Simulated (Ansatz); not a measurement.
Relaxation of the cluster LiCu₄⁻ with RKS PBE-D4/def2-SVPD.

```sh
$ ansatz run in.yaml --threads 4 --pin off --events-out ev --progress --plain --max-ram 4787MiB
```

```yaml
crystal:
  periodic: [false, false, false]
  atoms:
    - {symbol: Li, position_ang: [-0.666390, -1.216670, -0.043270]}
    - {symbol: Cu, position_ang: [0.110460, 0.383690, -1.710120]}
    - {symbol: Cu, position_ang: [0.224740, 0.223020, 1.726410]}
    - {symbol: Cu, position_ang: [-1.351490, 1.124350, 0.102700]}
    - {symbol: Cu, position_ang: [1.682690, -0.514390, -0.075720]}
basis:
  gaussian: {orbitals: def2-SVPD}
total_charge: -1
hamiltonian: {xc: pbe, dispersion: d4}
scf: {lower_state_search: "off"}
output: {orbitals: {seedname: orbitals}}
relax: {f_tol: 0.02, max_steps: 100}
```

Run time 27 s (4 threads of Arm Neoverse V2 on a shared host).

Positions (Å) and forces (eV/Å) at steps 1, 2, 4, 7, 8, 9, 10, 11 of 11:

```xyz
5
step=1 energy=-178718.7581 eV
Li   -0.666   -1.217   -0.043    0.048    0.072    0.012
Cu    0.110    0.384   -1.710    0.003   -0.031    0.485
Cu    0.225    0.223    1.726   -0.031    0.004   -0.470
Cu   -1.351    1.124    0.103    0.413   -0.247   -0.039
Cu    1.683   -0.514   -0.076   -0.433    0.201    0.012
5
step=2 energy=-178718.7995 eV
Li   -0.668   -1.224   -0.041    0.010    0.008    0.006
Cu    0.112    0.386   -1.681    0.004   -0.007    0.252
Cu    0.224    0.226    1.698   -0.014    0.010   -0.239
Cu   -1.326    1.113    0.100    0.215   -0.119   -0.023
Cu    1.658   -0.501   -0.076   -0.216    0.108    0.003
5
step=4 energy=-178718.8127 eV
Li   -0.674   -1.240   -0.039   -0.002   -0.005    0.001
Cu    0.116    0.392   -1.651    0.002    0.004    0.003
Cu    0.224    0.232    1.671    0.001    0.003   -0.003
Cu   -1.303    1.104    0.096   -0.005    0.002    0.000
Cu    1.638   -0.488   -0.077    0.003   -0.004   -0.001
5
step=7 energy=-178718.8137 eV
Li   -0.675   -1.242   -0.038    0.002    0.005   -0.001
Cu    0.121    0.401   -1.635    0.004    0.005    0.024
Cu    0.228    0.241    1.654    0.003    0.008   -0.023
Cu   -1.322    1.105    0.096   -0.017   -0.003    0.001
Cu    1.648   -0.504   -0.078    0.007   -0.015   -0.001
5
step=8 energy=-178718.8423 eV
Li   -0.676   -1.244   -0.038   -0.002   -0.003    0.000
Cu    0.166    0.469   -1.507    0.002   -0.005    0.074
Cu    0.264    0.322    1.531   -0.003    0.003   -0.074
Cu   -1.453    1.081    0.099   -0.051    0.031    0.003
Cu    1.699   -0.627   -0.086    0.054   -0.025   -0.003
5
step=9 energy=-178718.8263 eV rejected
Li   -0.679   -1.250   -0.039    0.014    0.025    0.002
Cu    0.220    0.550   -1.338   -0.052   -0.101    0.045
Cu    0.308    0.420    1.368   -0.056   -0.098   -0.052
Cu   -1.621    1.059    0.104    0.290   -0.044   -0.011
Cu    1.773   -0.780   -0.095   -0.195    0.218    0.017
5
step=10 energy=-178718.8532 eV
Li   -0.688   -1.265   -0.039    0.029    0.054    0.002
Cu    0.179    0.485   -1.421    0.002    0.005   -0.001
Cu    0.272    0.346    1.447    0.003    0.004    0.001
Cu   -1.513    1.100    0.102   -0.019   -0.030   -0.001
Cu    1.749   -0.666   -0.089   -0.015   -0.032   -0.001
5
step=11 energy=-178718.8544 eV
Li   -0.680   -1.252   -0.039   -0.003   -0.006    0.000
Cu    0.187    0.498   -1.413    0.000    0.001   -0.005
Cu    0.279    0.360    1.439    0.000    0.000    0.005
Cu   -1.527    1.083    0.102    0.000    0.004    0.000
Cu    1.742   -0.688   -0.090    0.003    0.002    0.000
```

The restricted singlet is unstable towards broken spin symmetry in Hartree–Fock (as tested in another run); at PBE-D4/def2-SVPD this wasn't settled. The highest occupied level of the charge -1 singlet lies above zero (up to 0.44 eV). The electron is either unbound and held by the finite basis, or the level is raised by self-interaction error. The relaxation made no stability test and no search for a lower SCF solution. No other spin state of charge -1 was run. The structure comes from a short search, and lower isomers may exist.
